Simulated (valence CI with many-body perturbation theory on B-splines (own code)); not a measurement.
Gd49+: electric-dipole lines

Computed by valence CI with perturbative core correlation (CI+MBPT): five valence electrons over a frozen Dirac-Fock core [Ne], a basis of 9 s, 9 p, 8 d, 6 f, 3 g, 1 h functions for each j, with the one-electron correlation potential Σ1, the two-electron term Σ2, the three-electron term Σ3, Breit, model QED; selected CI, second order for the rest (own B-spline code, finite nucleus).

No measured spectrum was set against this ion. As an estimate, large intervals hold to a few tenths of a per cent, small ones and those within an open d or f shell to about a per cent. Among the levels kept, up to 610 cm⁻¹ of a level comes from second order outside the variational space, and about a tenth of that is noise between levels of different J, which matters for small intervals.

Lines 151 to 200 of 208 in falling wavelength, among levels below 591.31 eV, chosen from the strongest by gf and those to the six lowest levels. Wavelengths and rates use the calculated energies. Electric multipoles are in the length gauge, E1 and E2 with the static RPA response of the core. Weak lines are less certain than strong ones. Lines between different terms over intervals too small for the method are left out, as are lines whose strength nearly cancels. The highest levels of a list are the least certain.

Levels are named by their leading jj configuration (3d3/2^4 stands for four electrons in 3d with j = 3/2), which in mixed levels can hold well under half, so a name can repeat and another be missing. Letters in brackets count levels of one name in rising energy.

| λ vac (Å) | Upper | Lower | A (s⁻¹) | S (a.u.) |
| --- | --- | --- | --- | --- |
| 39.26 | (3s^2 3p1/2 3d3/2^2) J=5/2 | (3s^2 3p1/2^2 3d5/2) J=5/2 | 4.13e+07 | 7.41e-06 |
| 38.97 | (3s 3p1/2 3p3/2^3) J=3/2 [a] | (3s^2 3p1/2 3p3/2^2) J=3/2 | 4.11e+11 | 4.80e-02 |
| 38.53 | (3s 3p1/2 3p3/2^3) J=5/2 | (3s^2 3p1/2 3p3/2^2) J=5/2 | 4.26e+11 | 7.22e-02 |
| 38.26 | (3s 3p1/2^2 3p3/2 3d3/2) J=3/2 [b] | (3s^2 3p1/2^2 3d3/2) J=3/2 | 1.90e+11 | 2.11e-02 |
| 38.00 | (3s 3p1/2 3p3/2^3) J=1/2 | (3s^2 3p1/2 3p3/2^2) J=1/2 | 5.17e+11 | 2.80e-02 |
| 37.78 | (3s 3p1/2^2 3p3/2 3d5/2) J=7/2 [b] | (3s^2 3p1/2^2 3d5/2) J=5/2 | 2.93e+11 | 6.24e-02 |
| 37.78 | (3s 3p1/2 3p3/2^3) J=3/2 [b] | (3s^2 3p1/2 3p3/2^2) J=1/2 | 1.31e+11 | 1.39e-02 |
| 37.44 | (3s 3p1/2^2 3p3/2^2) J=3/2 | (3s^2 3p1/2^2 3p3/2) J=3/2 | 3.23e+11 | 3.35e-02 |
| 37.41 | (3s 3p1/2^2 3p3/2^2) J=1/2 | (3s^2 3p1/2^2 3p3/2) J=3/2 | 2.21e+11 | 1.14e-02 |
| 37.36 | (3s 3p1/2 3p3/2^3) J=5/2 | (3s^2 3p1/2 3p3/2^2) J=3/2 | 1.44e+06 | 2.22e-07 |
| 36.90 | (3s 3p1/2^2 3p3/2 3d3/2) J=5/2 [b] | (3s^2 3p1/2^2 3d3/2) J=3/2 | 4.10e+11 | 6.10e-02 |
| 36.55 | (3s 3p1/2^2 3p3/2 3d5/2) J=5/2 [b] | (3s^2 3p1/2^2 3d5/2) J=5/2 | 1.84e+11 | 2.66e-02 |
| 36.54 | (3s 3p1/2^2 3p3/2 3d3/2) J=1/2 [b] | (3s^2 3p1/2^2 3d3/2) J=3/2 | 4.53e+11 | 2.18e-02 |
| 36.39 | (3s 3p1/2^2 3p3/2 3d5/2) J=3/2 [b] | (3s^2 3p1/2^2 3d5/2) J=5/2 | 2.66e+11 | 2.53e-02 |
| 36.38 | (3s 3p1/2 3p3/2^3) J=3/2 [b] | (3s^2 3p1/2 3p3/2^2) J=5/2 | 7.43e+11 | 7.06e-02 |
| 35.53 | (3s 3p1/2 3p3/2^3) J=1/2 | (3s^2 3p1/2 3p3/2^2) J=3/2 | 3.41e+11 | 1.51e-02 |
| 35.34 | (3s 3p1/2 3p3/2^3) J=3/2 [b] | (3s^2 3p1/2 3p3/2^2) J=3/2 | 9.19e+10 | 8.01e-03 |
| 34.90 | (3s^2 3p1/2 3p3/2 3d3/2) J=5/2 [a] | (3s^2 3p1/2^2 3p3/2) J=3/2 | 1.52e+09 | 1.91e-04 |
| 34.80 | (3s 3p1/2^2 3p3/2 3d5/2) J=5/2 [a] | (3s^2 3p1/2^2 3d3/2) J=3/2 | 7.63e+08 | 9.52e-05 |
| 34.68 | (3s^2 3p1/2 3p3/2 3d3/2) J=3/2 [a] | (3s^2 3p1/2^2 3p3/2) J=3/2 | 7.79e+10 | 6.42e-03 |
| 34.66 | (3s^2 3p1/2 3p3/2 3d3/2) J=1/2 [a] | (3s^2 3p1/2^2 3p3/2) J=3/2 | 3.18e+09 | 1.31e-04 |
| 34.02 | (3s 3p1/2^2 3p3/2 3d5/2) J=3/2 [a] | (3s^2 3p1/2^2 3d3/2) J=3/2 | 4.13e+09 | 3.21e-04 |
| 33.88 | (3s^2 3p1/2 3d3/2^2) J=5/2 | (3s^2 3p1/2^2 3d3/2) J=3/2 | 5.87e+11 | 6.76e-02 |
| 33.35 | (3s^2 3p3/2^2 3d3/2) J=3/2 [a] | (3s^2 3p1/2 3p3/2^2) J=1/2 | 1.06e+11 | 7.74e-03 |
| 33.27 | (3s^2 3p3/2^2 3d3/2) J=1/2 | (3s^2 3p1/2 3p3/2^2) J=1/2 | 1.06e+11 | 3.84e-03 |
| 32.44 | (3s^2 3p3/2^2 3d3/2) J=5/2 | (3s^2 3p1/2 3p3/2^2) J=5/2 | 7.79e+11 | 7.88e-02 |
| 32.38 | (3s^2 3p3/2^2 3d3/2) J=7/2 | (3s^2 3p1/2 3p3/2^2) J=5/2 | 8.46e+11 | 1.13e-01 |
| 32.25 | (3s^2 3p3/2^2 3d3/2) J=3/2 [a] | (3s^2 3p1/2 3p3/2^2) J=5/2 | 5.67e+11 | 3.76e-02 |
| 32.24 | (3s 3p1/2^2 3p3/2 3d5/2) J=1/2 | (3s^2 3p1/2^2 3d3/2) J=3/2 | 3.19e+09 | 1.05e-04 |
| 31.98 | (3s^2 3p3/2^2 3d3/2) J=3/2 [b] | (3s^2 3p1/2 3p3/2^2) J=1/2 | 1.07e+12 | 6.93e-02 |
| 31.84 | (3s 3p1/2^2 3p3/2 3d5/2) J=5/2 [b] | (3s^2 3p1/2^2 3d3/2) J=3/2 | 7.33e+08 | 7.00e-05 |
| 31.81 | (3s^2 3p1/2 3p3/2 3d3/2) J=5/2 [b] | (3s^2 3p1/2^2 3p3/2) J=3/2 | 1.19e+12 | 1.13e-01 |
| 31.72 | (3s 3p1/2^2 3p3/2 3d5/2) J=3/2 [b] | (3s^2 3p1/2^2 3d3/2) J=3/2 | 2.89e+10 | 1.82e-03 |
| 31.61 | (3s^2 3p3/2^2 3d3/2) J=5/2 | (3s^2 3p1/2 3p3/2^2) J=3/2 | 4.09e+11 | 3.83e-02 |
| 31.43 | (3s^2 3p3/2^2 3d3/2) J=3/2 [a] | (3s^2 3p1/2 3p3/2^2) J=3/2 | 9.80e+11 | 6.01e-02 |
| 31.39 | (3s^2 3p3/2^2 3d5/2) J=1/2 | (3s^2 3p1/2 3p3/2^2) J=1/2 | 4.88e+06 | 1.49e-07 |
| 31.36 | (3s^2 3p3/2^2 3d3/2) J=1/2 | (3s^2 3p1/2 3p3/2^2) J=3/2 | 1.60e+12 | 4.88e-02 |
| 31.23 | (3s^2 3p1/2 3p3/2 3d3/2) J=3/2 [b] | (3s^2 3p1/2^2 3p3/2) J=3/2 | 2.06e+12 | 1.24e-01 |
| 31.22 | (3s^2 3p1/2 3p3/2 3d3/2) J=1/2 [b] | (3s^2 3p1/2^2 3p3/2) J=3/2 | 1.51e+12 | 4.52e-02 |
| 31.01 | (3s^2 3p1/2 3d3/2^2) J=1/2 | (3s^2 3p1/2^2 3d3/2) J=3/2 | 1.40e+12 | 4.13e-02 |
| 30.98 | (3s^2 3p3/2^2 3d5/2) J=7/2 | (3s^2 3p1/2 3p3/2^2) J=5/2 | 1.61e+10 | 1.89e-03 |
| 30.97 | (3s^2 3p3/2^2 3d3/2) J=3/2 [b] | (3s^2 3p1/2 3p3/2^2) J=5/2 | 4.77e+10 | 2.80e-03 |
| 30.66 | (3s^2 3p1/2 3p3/2 3d5/2) J=3/2 [a] | (3s^2 3p1/2^2 3p3/2) J=3/2 | 1.03e+10 | 5.84e-04 |
| 30.37 | (3s^2 3p1/2 3p3/2 3d5/2) J=5/2 [a] | (3s^2 3p1/2^2 3p3/2) J=3/2 | 3.17e+10 | 2.63e-03 |
| 30.21 | (3s^2 3p3/2^2 3d3/2) J=3/2 [b] | (3s^2 3p1/2 3p3/2^2) J=3/2 | 3.34e+09 | 1.82e-04 |
| 29.68 | (3s^2 3p3/2^2 3d5/2) J=1/2 | (3s^2 3p1/2 3p3/2^2) J=3/2 | 3.09e+09 | 7.98e-05 |
| 28.94 | (3s^2 3p1/2 3p3/2 3d5/2) J=5/2 [b] | (3s^2 3p1/2^2 3p3/2) J=3/2 | 1.93e+10 | 1.39e-03 |
| 28.52 | (3s^2 3p1/2 3p3/2 3d5/2) J=3/2 [b] | (3s^2 3p1/2^2 3p3/2) J=3/2 | 2.97e+10 | 1.36e-03 |
| 28.34 | (3s^2 3p1/2 3p3/2 3d5/2) J=1/2 | (3s^2 3p1/2^2 3p3/2) J=3/2 | 2.76e+10 | 6.21e-04 |
| 25.58 | (3s 3p1/2 3p3/2^3) J=3/2 [a] | (3s^2 3p1/2^2 3p3/2) J=3/2 | 2.35e+09 | 7.75e-05 |
